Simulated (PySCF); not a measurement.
Excitations are Tamm–Dancoff values on a coarser integration grid. The basis has no diffuse functions, so Rydberg states are missing or too high.

Cartesian coordinates (Å):
```xyz
19

C     -4.2010     0.5863     0.1436
O     -3.4139    -0.5535    -0.0908
C     -2.0881    -0.4210    -0.0841
C     -1.2014    -1.4459    -0.2974
C      0.1348    -0.9688    -0.2235
S      1.6964    -1.6805    -0.3854
C      2.4991    -0.1576    -0.0993
Si     4.3547     0.0047    -0.0945
C      1.5887     0.8576     0.1125
C      0.2520     0.3945     0.0414
S     -1.3092     1.1320     0.2083
H     -4.0231     1.3601    -0.6240
H     -5.2485     0.2655     0.0961
H     -3.9974     1.0150     1.1407
H     -1.5199    -2.4680    -0.4927
H      4.9447    -0.3926    -1.4093
H      4.6717     1.4377     0.1811
H      4.9791    -0.8553     0.9567
H      1.8815     1.8897     0.3101
```
Charge 0, multiplicity 1.

Predict the LUMO, brightest of the four lowest singlets (TDA), S1–T1 gap (TDA), S1 oscillator strength, S1 excitation (TDA), total energy, HOMO–LUMO gap and T1 excitation (TDA) from M06-2X/def2-TZVP // PBE0-D3(BJ)/def2-SVP (PySCF).


| Quantity | Value |
|---|---|
| LUMO | -0.10 eV |
| brightest of the four lowest singlets (TDA) | 4.82 eV |
| S1–T1 gap (TDA) | 1.50 eV |
| S1 oscillator strength | 0.589 |
| S1 excitation (TDA) | 4.82 eV |
| total energy | -1432.5966 Ha |
| HOMO–LUMO gap | 6.77 eV |
| T1 excitation (TDA) | 3.32 eV |
